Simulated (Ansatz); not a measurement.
Program: Ansatz. Geometries: PBE0-D4/def2-TZVP. ΔE: electronic, gas phase. CBS: MP2 limit from def2 TZ/QZ plus the TZ coupled-cluster correction, frozen cores. This one scheme is used for every species. DFT in def2-TZVPP. Elements past krypton have def2 core potentials. For Te outer-core shells are correlated without core-valence functions, which leaves a few kJ/mol of doubt a bond.

Reaction (ligand exchange at a Te–Si bond): `[SiH3][TeH]` + PH₃ → `P[TeH]` + SiH₄

`[SiH3][TeH]`:

Z-matrix (Å, degrees):
```
Si
Te 1 2.494
H 1 1.484 2 111.4
H 1 1.484 2 111.4 3 122.4
H 1 1.484 2 104.9 3 -118.8
H 2 1.658 1 91.7 3 -60.9
```

PH₃:

```xyz
4

P     0.454   -0.023    0.361
H    -0.203    1.188    0.019
H    -0.767   -0.705    0.607
H     0.516   -0.461   -0.988
```

`P[TeH]`:

Cartesian coordinates in Å:
```
P -0.321 -0.755 0.452
Te 0.455 1.315 -0.644
H 0.952 -1.380 0.511
H -0.683 -1.432 -0.742
H -0.402 2.252 0.422
```

SiH₄:

Cartesian coordinates in Å:
```
Si 0.000 0.000 0.000
H 0.269 -0.915 -1.138
H -0.036 1.401 -0.490
H 1.075 -0.142 1.014
H -1.307 -0.344 0.614
```

```csv
species,ωB97X-V energy (Eh)
`[SiH3][TeH]`,-559.87448
PH₃,-343.09594
`P[TeH]`,-611.11965
SiH₄,-291.84038
```

**Question.** Work out ΔE.

**Answer.** ΔE = (-611.11965) + (-291.84038) − (-559.87448) − (-343.09594) = 0.01039 Eh = +0.28 eV. CCSD(T)/CBS gives +0.27 eV.

Largest T1 diagnostic among the species: 0.013.

From BLYP to BHLYP (50 % exact exchange), in def2-TZVPP and without D4, ΔE moves by +0.06 eV. Leaving LDA and LC-ωPBE aside and taking each functional with its dispersion term where it has one, the values, not all of them listed here, spread over 0.11 eV, from BLYP-D4 to PBE-QIDH. LDA lies +0.03 eV from PBE without D4. At CCSD(T), def2-SVP lies +0.05 eV from the extrapolated value and def2-TZVPP +0.02 eV.
